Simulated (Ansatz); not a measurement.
Cartesian coordinates in Å:
```
F -2.071 -0.533 -1.143
C -0.866 0.095 -0.944
C -0.327 -0.290 0.411
F -1.056 0.314 1.400
C 1.131 0.118 0.579
F 1.565 -0.148 1.807
F 1.310 1.421 0.351
F 1.894 -0.560 -0.287
H -1.020 1.176 -0.992
H -0.173 -0.217 -1.730
H -0.388 -1.375 0.547
```

The species carries charge 0 and has multiplicity 1.

(1) List the PBE/def2-TZVPP orbital energies in eV (Ansatz 0.2.0). (An estimate is asked.)

## Answers

(1) Ansatz gave: Occupied: -661.48, -661.42, -661.39, -660.58, -660.27, -275.88, -272.13, -271.64, -33.66, -31.28, -31.22, -30.90, -30.43, -20.52, -18.00, -16.49, -15.27, -15.16, -14.67, -13.57, -12.94, -12.52, -11.84, -11.63, -11.62, -10.90, -10.59, -10.52, -10.05, -9.88, -8.82, -8.61, -8.29. Lowest empty: 0.14, 0.56, 0.82, 1.56, 1.84, 2.20, 3.03, 3.81.
